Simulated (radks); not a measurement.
Results of a calculation; reference values are marked as such.
The holmium ion Ho+, configuration [Kr] 4d10 4f11 5s2 5p4 6s1 7s2 (not the ground configuration). Level of theory: scalar-relativistic Kohn-Sham, PBEsol, spin-polarised, spherical densities, point nucleus; open shells are filled with parallel spins first (spin-orbit coupling, left out, can overturn this in heavy ions) (a radial shooting solver on a logarithmic mesh with Libxc functionals).

Local quantities along the radius. ELF = 1/(1 + alpha^2) is the electron localisation function; alpha = (tau - tau_W)/tau_unif compares the Pauli kinetic energy density with that of the uniform gas (summed over spins); -r V(r) is the screened charge that the Kohn-Sham potential of spin up presents (atomic units). tau is taken from the large components.

r (bohr)	ELF	alpha	-r V(r)
0.001427	0.999	0.02497	66.47
0.001965	0.999	0.02734	66.25
0.002728	0.999	0.03164	65.95
0.003756	0.998	0.03900	65.54
0.005173	0.997	0.05234	64.99
0.007181	0.994	0.07935	64.22
0.00989	0.982	0.1372	63.23
0.01373	0.925	0.2844	61.88
0.01891	0.701	0.6534	60.18
0.02625	0.371	1.301	57.95
0.03614	0.381	1.274	55.24
0.04977	0.654	0.7268	51.94
0.0691	0.730	0.6080	47.85
0.09515	0.454	1.098	43.18
0.1321	0.400	1.224	37.81
0.1819	0.712	0.6353	32.21
0.2505	0.574	0.8609	26.43
0.3477	0.258	1.697	20.58
0.4789	0.681	0.6842	15.23
0.6648	0.615	0.7916	10.56
0.9155	0.347	1.371	7.348
1.261	0.448	1.109	5.330
1.75	0.343	1.383	3.983
2.41	0.168	2.228	3.150
3.346	0.120	2.712	2.552
4.608	0.044	4.659	2.183
6.396	0.985	0.1247	1.968
8.809	1.000	0.009116	1.610
12.13	1.000	0.001594	1.329

On this mesh the ELF has minima near r = 0.031, 0.11, 0.35, 0.92, 2.4, 3.9 bohr, which separate the shells, and maxima near 0.059 (0.74), 0.21 (0.73), 0.56 (0.71), 1.5 (0.46), 2.9 (0.26).
